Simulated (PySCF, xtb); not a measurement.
HSi, SMILES [SiH] (connectivity only; charge and spin as stated), charge +1, multiplicity 1.

GFN2-xTB run with xtb at its own geometry gives an orbital gap of 2.39 eV.

Geometry optimised at PBE-D3(BJ)/def2-TZVPD.

Problem. What does r2SCAN/def2-TZVPD (PySCF) give? (The exact figures need the calculation; the answer reports its results.)

Solution. gap 3.17 eV (levels -14.48 and -11.32 eV).
